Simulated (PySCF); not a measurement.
Compound: C4H3ClN4.
SMILES with atom numbers: `[CH3:1][n:2]1[n:3][c:4]([Cl:5])[c:6]([C:7]#[N:8])[n:9]1`

Cartesian coordinates in Å at the GFN2-xTB level; atoms count from 1:
```
atom  x, y, z in Å
C1    -2.1469   -0.1796   -0.2724
N2    -0.7519    0.0488   -0.0567
N3    -0.2840    1.2183    0.3154
C4     1.0236    1.0361    0.4394
Cl5    2.0982    2.2552    0.9022
C6     1.3031   -0.3164    0.1185
C7     2.5427   -0.9745    0.1121
N8     3.5668   -1.4869    0.1216
N9     0.1380   -0.8903   -0.1867
H10   -2.5988    0.7400   -0.6377
H11   -2.2583   -0.9811   -0.9995
H12   -2.6312   -0.4704    0.6619
```

Definitions: NICS(0) = −σiso at the ring centroid; NICS(1) = −σiso and NICS(1)zz = −σzz at ±1 Å along the ring normal z. Level: GIAO PBE0/pcSseg-1 (PySCF, non-relativistic, gas phase) on the GFN2-xTB geometry, one conformer.

Ring bond lengths (Å), with Mayer bond orders in brackets: N2–N3 1.313 (1.21), N3–C4 1.326 (1.46), C4–C6 1.418 (1.19), C6–N9 1.334 (1.39), N9–N2 1.300 (1.29).

**Question.** Give the NICS values of each ring in ppm.

**Answer.** 
| ring | type | NICS(0) | NICS(1), two faces | NICS(1)zz, two faces | rms pucker (Å) | centre to ring atoms, mean (Å) |
| --- | --- | --- | --- | --- | --- | --- |
| N2–N3–C4–C6–N9 | 5-membered ring with 3 N; formal bonds all aromatic | -13.3 | -12.6 / -12.6 | -29.0 / -29.4 | 0.00 | 1.14 |

**Question.** What do they say, and how far can they be read as aromaticity?

**Answer.** 
- N2–N3–C4–C6–N9: mean NICS(1)zz -29.2 ppm, shielded. For a flat ring without four-coordinate atoms the NICS criterion counts such a value as aromatic.

**Question.** How equal are the bonds by HOMA? HOMA = 1 − mean of α(R − Ropt)² over the ring bonds, with Krygowski's 1993 parameters (CC: Ropt 1.388 Å, α 257.7 Å⁻²; CN: Ropt 1.334 Å, α 93.52 Å⁻²; NN: Ropt 1.309 Å, α 130.33 Å⁻²).

**Answer.** 
- N2–N3–C4–C6–N9: HOMA 0.95; the largest term is that of C4–C6, α(R − Ropt)² = 0.23. The geometric and the magnetic index point the same way.

**Question.** Give the inner angles of the rings and the Hirshfeld charges of the ring atoms.

**Answer.** 
- N2–N3–C4–C6–N9: N2 115.3° (+0.117 e), N3 104.8° (-0.131 e), C4 107.7° (+0.038 e), C6 106.9° (+0.016 e), N9 105.3° (-0.103 e); sum 540.0° against 540° for a flat convex ring.

**Question.** How shielded are the nuclei of the rings and their hydrogens (means over atoms taken as equivalent)?

**Answer.** 
```json
{"atoms": "N2", "environment": "pyrrole-type nitrogen", "σ isotropic (ppm)": "-1.5"}
{"atoms": "N3", "environment": "pyridine-type nitrogen", "σ isotropic (ppm)": "-94.2"}
{"atoms": "C4", "environment": "aromatic C–Cl carbon", "σ isotropic (ppm)": "32.0"}
{"atoms": "C6", "environment": "substituted aromatic carbon", "σ isotropic (ppm)": "60.9"}
{"atoms": "N9", "environment": "pyridine-type nitrogen", "σ isotropic (ppm)": "-115.4"}
```
